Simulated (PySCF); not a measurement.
Lowest singlet excitation (eV) of eight silicon and germanium compounds: TDDFT-PBE beside TDDFT-ωB97X, computed with PySCF for isolated molecules in the bases named; differences from unrounded values. The eight are the first of their class met in an unordered collection, after screening for sound electronic states; none was chosen by its value. Each molecule has one DFT geometry for both levels.

```json
[
 {"molecule": "C2H5FO2Si, SMILES F[Si@H](CC=O)O", "basis": "def2-SVPD", "TDDFT-ωB97X": "4.38", "TDDFT-PBE": "___", "difference": "___"},
 {"molecule": "CH6FNOSi2, SMILES F[Si@H]1N[SiH2]CO1", "basis": "def2-SVPD", "TDDFT-ωB97X": "6.85", "TDDFT-PBE": "5.60", "difference": "-1.25"},
 {"molecule": "Si(H)(OH)(SeH)2 (H₄OSe₂Si), SMILES O[SiH]([SeH])[SeH]", "basis": "def2-SVPD", "TDDFT-ωB97X": "5.35", "TDDFT-PBE": "4.78", "difference": "-0.57"},
 {"molecule": "bis(fluoromethyl)-hydroxysilane (C2H6F2OSi), SMILES [SiH](CF)(O)CF", "basis": "def2-SVPD", "TDDFT-ωB97X": "7.47", "TDDFT-PBE": "___", "difference": "___"},
 {"molecule": "methyl(prop-2-ynyl)silane (C₄H₈Si), SMILES C#CC[SiH2]C", "basis": "def2-SVPD", "TDDFT-ωB97X": "6.42", "TDDFT-PBE": "5.95", "difference": "-0.47"},
 {"molecule": "C3H8FNSi, SMILES C=C(F)C[SiH2]N", "basis": "def2-SVPD", "TDDFT-ωB97X": "6.84", "TDDFT-PBE": "___", "difference": "___"},
 {"molecule": "difluorosilyl(difluoro)silane (F4H2Si2), SMILES F[SiH](F)[SiH](F)F", "basis": "def2-SVPD", "TDDFT-ωB97X": "6.77", "TDDFT-PBE": "5.95", "difference": "-0.83"},
 {"molecule": "Si(Cl)(Me)(OH)(NH2) (CH₆ClNOSi), SMILES C[Si](N)(O)Cl", "basis": "def2-SVPD", "TDDFT-ωB97X": "7.33", "TDDFT-PBE": "5.89", "difference": "-1.45"}
]
```

Q: Some entries are withheld; supply them. (An estimate is asked for; the answer gives what the named calculation found.)

A: 
- C3H8FNSi, SMILES C=C(F)C[SiH2]N, TDDFT-PBE: 5.20
- C3H8FNSi, SMILES C=C(F)C[SiH2]N, difference: -1.65
- C2H5FO2Si, SMILES F[Si@H](CC=O)O, TDDFT-PBE: 4.10
- C2H5FO2Si, SMILES F[Si@H](CC=O)O, difference: -0.28
- bis(fluoromethyl)-hydroxysilane (C2H6F2OSi), SMILES [SiH](CF)(O)CF, TDDFT-PBE: 5.99
- bis(fluoromethyl)-hydroxysilane (C2H6F2OSi), SMILES [SiH](CF)(O)CF, difference: -1.48

TDDFT-PBE lies below TDDFT-ωB97X in 8 and above it in 0 of the eight; the mean signed difference is -1.00 and the largest -1.65 eV.
